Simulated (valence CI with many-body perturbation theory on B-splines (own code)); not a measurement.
**Gd XIV: calculated level list**

Method: valence CI with perturbative core correlation (CI+MBPT): five valence electrons over a frozen Dirac-Fock core [Kr] 4d10, a basis of 7 s, 7 p, 7 d, 7 f, 4 g, 2 h functions for each j, with the one-electron correlation potential Σ1 (screened to all orders), the two-electron term Σ2, the three-electron term Σ3, Breit, model QED; selected single and double excitations, second order for the rest, scaled by the run's own slope (own B-spline code, finite nucleus).

No measured spectrum was set against this ion. As an estimate, terms of the open shell hold to a few per cent of their energy, and close levels can change places; configurations with another count of f electrons can be misplaced by thousands of cm⁻¹. Among the levels kept, up to 1200 cm⁻¹ of a level comes from second order outside the variational space, and about a tenth of that is noise between levels of different J, which matters for small intervals. The lowest computed level is not the ground level that NIST lists (6H°5/2, for many ions itself from theory).

Levels 91 to 135 of 199, with energies above the lowest level, 4f³5s² ⁴I°_9/2. "Leading %" is the weight of the configuration and term that name the level; weights of strongly mixed levels are sums over their largest components and can fall short. In the jj column 3d3/2^4 stands for four electrons in 3d with j = 3/2. Lifetimes count E1, E2, E3, M1 and M2 decay at the calculated energies, and are blank where another channel may lead or the interval is too uncertain; long ones can be off by a factor of two.

```tsv
No.	Configuration	Term	J	E (cm⁻¹)	Leading %	g	Leading jj	Lifetime
91	4f⁴5s	⁴P	5/2	86437	33	1.323	4f5/2^3 4f7/2 5s (45 %)	184 μs
92	4f⁴5s	²K	15/2	86553	48	0.984	4f5/2^2 4f7/2^2 5s (54 %)	331 μs
93	4f⁴5s	⁴F	9/2	86632	58	1.256	4f5/2^2 4f7/2^2 5s (76 %)	87.4 μs
94	4f⁴5s	⁴F	9/2	86939	32	1.073	4f5/2^2 4f7/2^2 5s (45 %)	98.5 μs
95	4f⁴5s	⁴G	11/2	86949	68	1.239	4f7/2^4 5s (38 %)	63.3 μs
96	4f⁴5s	⁴G	5/2	86967	73	0.697	4f5/2^3 4f7/2 5s (47 %)	61.2 μs
97	4f⁴5s	⁴F	3/2	87519	60	0.742	4f5/2^2 4f7/2^2 5s (48 %)	114 μs
98	4f⁴5s	⁴G	7/2	87855	43	0.994	4f5/2^2 4f7/2^2 5s (40 %)	158 μs
99	4f³5s²	²G°	7/2	88083	95	0.893	4f5/2 4f7/2^2 5s^2 (53 %)	20.4 ms
100	4f⁴5s	⁶D	1/2	88261	94	3.244	4f5/2^2 4f7/2^2 5s (41 %)	2.03 ms
101	4f⁴5s	⁴F	5/2	88415	49	1.258	4f5/2^2 4f7/2^2 5s (53 %)	124 μs
102	4f⁴5s	⁴I	9/2	88862	67	0.811	4f5/2^2 4f7/2^2 5s (37 %)	93.6 μs
103	4f⁴5s	⁴F	7/2	89009	56	1.266	4f5/2 4f7/2^3 5s (46 %)	97.2 μs
104	4f⁴5s	⁴I	11/2	89297	86	0.980	4f5/2^2 4f7/2^2 5s (52 %)	118 μs
105	4f⁴5s	⁶D	3/2	89351	74	1.559	4f5/2^3 4f7/2 5s (42 %)	254 μs
106	4f⁴5s	⁴M	19/2	89687	75	1.088	4f5/2 4f7/2^3 5s (74 %)	50.6 ms
107	4f⁴5s	⁴F	3/2	89738	58	0.791	4f5/2^2 4f7/2^2 5s (51 %)	74.8 μs
108	4f⁴5s	⁴M	21/2	90229	98	1.140	4f5/2 4f7/2^3 5s (59 %)	376 ms
109	4f⁴5s	⁴I	13/2	90825	90	1.109	4f5/2^2 4f7/2^2 5s (53 %)	112 μs
110	4f⁴5s	²L	15/2	91049	90	0.947	4f5/2^2 4f7/2^2 5s (64 %)	832 μs
111	4f⁴5s	⁶D	5/2	91196	76	1.539	4f5/2^2 4f7/2^2 5s (60 %)	1.46 ms
112	4f⁴5s	⁴I	15/2	91583	91	1.183	4f5/2^2 4f7/2^2 5s (57 %)	144 μs
113	4f⁴5s	²L	17/2	92273	48	1.023	4f5/2^2 4f7/2^2 5s (46 %)	558 μs
114	4f⁴5s	⁴F	5/2	92444	72	1.001	4f5/2^2 4f7/2^2 5s (61 %)	47.7 μs
115	4f⁴5s	⁶D	7/2	92644	78	1.494	4f5/2^2 4f7/2^2 5s (48 %)	1.02 ms
116	4f⁴5s	⁴G	9/2	92786	73	1.137	4f5/2^2 4f7/2^2 5s (56 %)	114 μs
117	4f⁴5s	⁴G	7/2	93120	37	1.013	4f5/2 4f7/2^3 5s (46 %)	131 μs
118	4f⁴5s	²H	11/2	93317	72	1.111	4f5/2 4f7/2^3 5s (50 %)	71.2 μs
119	4f⁴5s	⁶D	9/2	93734	75	1.490	4f5/2^2 4f7/2^2 5s (38 %)	469 μs
120	4f⁴5s	²D	3/2	93954	54	0.974	4f5/2 4f7/2^3 5s (56 %)	134 μs
121	4f⁴5s	²L	17/2	95251	78	1.043	4f5/2 4f7/2^3 5s (57 %)	181 μs
122	4f⁴5s	²D	5/2	95878	70	1.159	4f5/2 4f7/2^3 5s (56 %)	110 μs
123	4f⁴5s	⁴F	7/2	96588	37	1.076	4f5/2^2 4f7/2^2 5s (48 %)	56.4 μs
124	4f⁴5s	²P	3/2	96862	39	0.990	4f5/2 4f7/2^3 5s (72 %)	82.3 μs
125	4f⁴5s	²P	1/2	96907	92	0.630	4f5/2^2 4f7/2^2 5s (55 %)	61.1 μs
126	4f⁴5s	⁴G	11/2	97015	83	1.239	4f5/2 4f7/2^3 5s (42 %)	144 μs
127	4f⁴5s	²L	15/2	97420	59	0.966	4f7/2^4 5s (55 %)	174 μs
128	4f⁴5s	⁴F	7/2	97543	50	1.132	4f5/2 4f7/2^3 5s (55 %)	56.8 μs
129	4f⁴5s	²F	5/2	98070	40	1.087	4f5/2^2 4f7/2^2 5s (44 %)	183 μs
130	4f⁴5s	²G	9/2	98692	53	1.107	4f5/2 4f7/2^3 5s (54 %)	141 μs
131	4f⁴5s	²I	11/2	99794	67	0.981	4f5/2^3 4f7/2 5s (41 %)	69.1 μs
132	4f⁴5s	²G	9/2	100660	61	1.131	4f5/2 4f7/2^3 5s (60 %)	50.2 μs
133	4f⁴5s	²I	13/2	100800	47	1.123	4f5/2^2 4f7/2^2 5s (65 %)	34.0 μs
134	4f⁴5s	²M	17/2	101190	61	0.991	4f5/2 4f7/2^3 5s (63 %)	289 μs
135	4f⁴5s	²M	19/2	101550	94	1.048	4f5/2^2 4f7/2^2 5s (52 %)	280 μs
```

Names give the largest LS component (configuration and term), which can be under half, so a name can repeat, a term be missing and a line seem to break the LS rules; names also repeat where a configuration has a term twice.

Where two levels of one J and parity lie close, their mixing, g and order are uncertain.
